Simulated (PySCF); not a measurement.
Two species compared at the same levels of theory.

First species: C₇H₁₂.
Numbering: `[CH2:1]=[CH:2][C@H:3]([CH3:4])[CH:5]1[CH2:6][CH2:7]1` (hydrogens: H8, H9 on C1; H10 on C2; H11 on C3; H12, H13, H14 on C4; H15 on C5; H16, H17 on C6; H18, H19 on C7)

Geometry (GFN2-xTB, Å), atoms numbered from 1 in this order:
```
atom  x, y, z in Å
C1    -2.349    0.998    0.675
C2    -1.497   -0.008    0.672
C3    -0.402   -0.198   -0.337
C4    -0.606   -1.512   -1.097
C5     0.945   -0.204    0.362
C6     2.171    0.225   -0.385
C7     1.616    1.089    0.706
H8    -2.317    1.772   -0.075
H9    -3.119    1.096    1.422
H10   -1.552   -0.772    1.437
H11   -0.426    0.632   -1.051
H12    0.185   -1.647   -1.832
H13   -1.564   -1.510   -1.611
H14   -0.585   -2.356   -0.410
H15    1.060   -1.019    1.068
H16    2.051    0.558   -1.406
H17    3.098   -0.299   -0.208
H18    2.161    1.159    1.636
H19    1.120    2.007    0.427
```

Second species: C5H6N2Si.
SMILES with atom numbers: `[CH3:1][C:2]#[C:3]/[CH:4]=[N:5]\[SiH2:6][C:7]#[N:8]` (hydrogens: H9, H10, H11 on C1; H12 on C4; H13, H14 on Si6)

Geometry (GFN2-xTB, Å), atoms numbered from 1 in this order:
```xyz
14
C5H6N2Si angstrom
C     -1.024    2.450   -0.043
C     -0.324    1.370    0.596
C      0.265    0.464    1.134
C      0.924   -0.684    1.616
N      1.091   -1.755    0.966
Si     0.655   -2.268   -0.609
C     -0.182   -0.983   -1.691
N     -0.687   -0.165   -2.317
H     -1.009    2.293   -1.121
H     -2.060    2.463    0.297
H     -0.559    3.405    0.200
H      1.317   -0.631    2.633
H      1.907   -2.609   -1.280
H     -0.312   -3.349   -0.438
```

Levels: PBE0/def2-SVPD for dipole moment, HOMO energy, LUMO energy, HOMO–LUMO gap, static isotropic polarisability and electronic spatial extent ⟨r²⟩ about the centre of nuclear charge; TDDFT PBE0/def2-SVPD for lowest singlet excitation; TDA PBE0/def2-SVPD for lowest triplet excitation (Tamm–Dancoff); GFN2-xTB for rotational constant A and rotational constant C. Geometries: GFN2-xTB. Each species is one conformer at its optimised geometry, gas phase, non-relativistic unless stated; the electronic structure was computed with PySCF and density fitting.

Dipoles, sizes and rotational constants follow the conformer. The torsions of the flexible species, by atom-mapped SMILES:
- `[CH2:1]=[CH:2][C@H:3]([CH3:4])[CH:5]1[CH2:6][CH2:7]1`: C1–C2–C3–C4 -119°, C2–C3–C5–C6 -153°
- `[CH3:1][C:2]#[C:3]/[CH:4]=[N:5]\[SiH2:6][C:7]#[N:8]`: C4–N5–Si6–C7 4°

```
                                                         property    column X   column Y
                                                    dipole moment      1.86 D     0.36 D
                                                      HOMO energy    -7.73 eV   -7.39 eV
                                                      LUMO energy    -1.95 eV    0.43 eV
                                                    HOMO–LUMO gap     5.78 eV    7.82 eV
                                        lowest singlet excitation     3.89 eV    7.23 eV
                         lowest triplet excitation (Tamm–Dancoff)     3.34 eV    4.50 eV
                                  static isotropic polarisability     94.7 au    82.3 au
electronic spatial extent ⟨r²⟩ about the centre of nuclear charge  1266 bohr²  907 bohr²
                                            rotational constant A   2.332 GHz  3.905 GHz
                                            rotational constant C   0.883 GHz  1.439 GHz
```

Task: Which column belongs to which species?

Result: Column X is the second species and column Y the first. The first has 19 atoms and 54 electrons, the second 14 and 64.

Task: How does each property change from the first species to the second?

Result: dipole moment +1.50 D; HOMO energy -0.34 eV; LUMO energy -2.38 eV; HOMO–LUMO gap -2.04 eV; lowest singlet excitation -3.34 eV; lowest triplet excitation (Tamm–Dancoff) -1.16 eV; static isotropic polarisability +12.4 au; electronic spatial extent ⟨r²⟩ about the centre of nuclear charge +359 bohr²; rotational constant A -1.573 GHz; rotational constant C -0.556 GHz.

On the first: The 6 singlets span 7.23 to 7.82 eV, and their oscillator strengths add up to 0.52. The vertical singlet–triplet gap S1 − T1 is 2.73 eV (TDDFT singlet less Tamm–Dancoff triplet; S1: HOMO−1→LUMO, weight 0.76; T1: HOMO→LUMO, weight 0.90).

On the second: The principal polarisabilities are 63.4, 91.5 and 129.4 au; their mean is the isotropic value. The polarisability is 14.04 Å³ as a volume (1 au = 0.148185 Å³), or 1.48 au for each of the 64 electrons.
